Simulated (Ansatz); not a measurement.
Consider the formal exchange of groups at the Se–Si bond: `[SeH][SiH2][SeH]` + `[AlH2][NH][SiH3]` → `[SiH3][NH][AlH][SeH]` + `[SiH3][SeH]`.

Program: Ansatz. Geometries: PBE0-D4/def2-TZVP. ΔE: electronic, gas phase. CCSD(T)/CBS adds triple-zeta CCSD(T) − MP2 to the extrapolated MP2 energy (def2 sets, frozen cores). Functionals use def2-TZVPP. For Se outer-core shells are correlated without core-valence functions, which leaves a few kJ/mol of doubt a bond. Scalar relativity is left out up to krypton. Each species was taken in one conformer, which may not be the lowest.

```tsv
level	ΔE (kcal/mol)
PBE-D4	-12.9
PBE	-13.0
HF/CBS(def2)	-15.4
MP2/CBS(def2)	-13.9
```

(1) What does CCSD(T)/CBS give? (An estimate is asked.)

Largest T1 diagnostic among the species: 0.011.

Answers

(1) The calculation gave: -14.3 kcal/mol. The listed levels differ from it by 1.4, 1.3, -1.1, 0.4 kcal/mol.

In def2-TZVPP, CCSD(T) changes the Hartree–Fock value by +0.8 kcal/mol (the triples alone add +0.2 kcal/mol) and MP2 by +1.2 kcal/mol.
